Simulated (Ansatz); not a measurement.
Method: Ansatz (a quantum-chemistry and plane-wave program) with frozen-core CCSD(T)/cc-pVTZ // B3LYP-D3(BJ)/def2-TZVP. The geometry is that of the parent before the electron was removed.

Ansatz 0.2 input:
```yaml
crystal:
  periodic: [false, false, false]
  atoms:
    - { symbol: Al, position_ang: [-0.000002, 0.000002, 0.000134] }
    - { symbol: H, position_ang: [1.566796, -0.207185, -0.004343] }
    - { symbol: H, position_ang: [-0.96282, -1.253306, 0.002478] }
    - { symbol: H, position_ang: [-0.603974, 1.460489, 0.00173] }
basis:
  gaussian: { orbitals: cc-pVTZ }
correlation:
  method: ccsd_t
total_charge: 1
magnetization:
  spin_polarized: true
  initial_magnetization: 1
```

Output:

```
Functional definition: HF
442 factors; integrals over basis functions are off by at most 1.2e-3 eV
mean field evaluation 1: about -6618.2509 eV, gradient 7.9e0 eV
mean field evaluation 2: about -6618.2566 eV, gradient 7.9e0 eV
mean field evaluation 4: about -6619.1710 eV, gradient 1.2e0 eV
mean field evaluation 8: about -6619.1987 eV, gradient 6.4e-1 eV
mean field evaluation 16: about -6619.2095 eV, gradient 4.6e-3 eV
mean field evaluation 32: about -6619.2074 eV, gradient 1.8e-2 eV
mean field evaluation 64: about -6619.2050 eV, gradient 3.3e-2 eV
mean field evaluation 96: about -6619.2076 eV, gradient 2.2e-1 eV
mean field evaluation 128: about -6619.2044 eV, gradient 8.0e-2 eV
mean field evaluation 160: about -6619.2012 eV, gradient 3.2e-1 eV
mean field -6619.20953134 eV, -243.2514636155 hartree, gradient 1.4e-6 eV, S^2 0.843036; 8 other end points of the search recorded, 0 dependent functions left out
determinant -6619.20953134 eV, -243.2514636155 hartree, with singles and doubles -6621.76028390 eV, -243.3452020430 hartree
determinant -6619.20952071 eV, -243.2514632246 hartree, with singles and doubles -6621.75962743 eV, -243.3451779182 hartree
determinant -6619.20375855 eV, -243.2512514694 hartree, with singles and doubles -6621.73354381 eV, -243.3442193629 hartree
determinant -6619.20373748 eV, -243.2512506949 hartree, with singles and doubles -6621.73466370 eV, -243.3442605179 hartree
determinant -6619.20953134 eV, -243.2514636155 hartree, with singles and doubles -6621.67238179 eV, -243.3419716999 hartree
determinant -6619.20952071 eV, -243.2514632246 hartree, with singles and doubles -6621.67237126 eV, -243.3419713131 hartree
determinant -6619.20375855 eV, -243.2512514694 hartree, with singles and doubles -6621.66058048 eV, -243.3415380100 hartree
determinant -6619.20373748 eV, -243.2512506949 hartree, with singles and doubles -6621.66056402 eV, -243.3415374051 hartree
5 core orbitals not correlated
reference -6619.20953134 eV, -243.2514636155 hartree; 3, 2 occupied and 68, 69 virtual orbitals, 442 factors
second order -1.79289931 eV of doubles, -0.00000000 eV of singles
cycle   1  -2.46285014 eV  change    3.0e-7 eV  update   4.3e-6
perturbative correction -0.04332488 eV, -0.0015921600 hartree
Total energy: -6621.71570637 eV, -243.3435638488 hartree
```

Cost: roughly 19 core-seconds.
